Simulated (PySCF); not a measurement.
A species of formula C9H10O2 has this rotational fingerprint, computed with PBE0-D3(BJ)/def2-SVP geometry optimisation, gas phase in PySCF 2.14.0:

```
Rotational constants : A = 1739, B = 927.8, C = 696.6 MHz
Dipole components    : |μa| = 0.56 D, |μb| = 0.33 D, |μc| = 1.53 D
Inertial defect      : -109.96 u·Å²
κ                    : -0.56
```

Question: Which candidate fits, each taken in the one conformer that was computed?
A. `[CH3:1][O:2]/[CH:3]=[C:4]1/[CH:5]=[CH:6][C:7]([C:8]([CH3:9])=[O:10])=[CH:11]1` with C1–O2–C3–C4 0°, C6–C7–C8–C9 180°
B. `[CH3:1][O:2][C:3](=[O:4])[c:5]1[cH:6][cH:7][c:8]([CH3:9])[cH:10][cH:11]1` with C1–O2–C3–O4 0°, O2–C3–C5–C6 -178°
C. `[CH3:1][O:2][CH2:3][c:4]1[cH:5][cH:6][cH:7][cH:8][c:9]1[CH:10]=[O:11]` with C1–O2–C3–C4 180°, O2–C3–C4–C5 0°, C8–C9–C10–O11 180°
D. `[CH2:1]=[CH:2][C@@H:3]1[CH:4]=[CH:5][CH:6]=[C:7]1[O:8][C:9]([CH3:10])=[O:11]` with C1–C2–C3–C4 -133°, C6–C7–O8–C9 143°, C7–O8–C9–C10 172°
E. `[CH3:1][CH2:2][c:3]1[cH:4][cH:5][c:6]([C:7](=[O:8])[OH:9])[cH:10][cH:11]1` with C1–C2–C3–C4 -88°, C5–C6–C7–O8 -1°, C6–C7–O9–H 180° (4-ethylbenzoic acid)

Answer: D. It is C=C[C@@H]1C=CC=C1OC(C)=O, an asymmetric top, point group C1. The candidates at the same level (rigid rotor, commonest isotopes):

```
                  SMILES  A (MHz)  B (MHz)  C (MHz)  μa (D)  μb (D)  μc (D)  Δ (u·Å²)  point group                        rotor
      CCc1ccc(C(=O)O)cc1     3218    557.9    498.6    1.79    1.41    0.05    -49.30            –  near-prolate asymmetric top
C=C[C@@H]1C=CC=C1OC(C)=O     1739    927.8    696.6    0.56    0.33    1.53   -109.96           C1               asymmetric top
      COC(=O)c1ccc(C)cc1     3430    579.8    499.1    1.20    1.78    0.03     -6.44            –  near-prolate asymmetric top
          COCc1ccccc1C=O     1552    893.7    571.2    0.96    1.37    0.00     -6.33           Cs               asymmetric top
 CO/C=C1/C=CC(C(C)=O)=C1     2238    633.8    497.0    4.83    2.66    0.00     -6.43           Cs               asymmetric top
```

`CO/C=C1/C=CC(C(C)=O)=C1` has B 32 % too low; `COC(=O)c1ccc(C)cc1` has A 97 % too high; `CCc1ccc(C(=O)O)cc1` has A 85 % too high; `COCc1ccccc1C=O` has C 18 % too low. No structure here is proved a minimum.
